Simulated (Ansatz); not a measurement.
Results of the Gaussian-basis code of Ansatz.

A structure relaxed at PBE0-D4/def2-TZVP, charge 0, multiplicity 1:

```xyz
5

F     1.694   -0.796   -0.578
Zr    0.071   -0.033   -0.024
Cl   -1.564   -0.484   -1.612
Cl   -0.544   -0.950    2.020
Cl    0.343    2.263    0.194
```

(1) Give its formula and SMILES.

(2) Point group (tolerance 0.08 Å, 0.16 Å for H)?

(3) Summarise the bond lengths by kind.

## Answers

(1) Cl3FZr, `[F][Zr]([Cl])([Cl])[Cl]`.

(2) C3v.

(3) 1 × F–Zr 1.877 Å; 3 × Cl–Zr 2.323 Å.
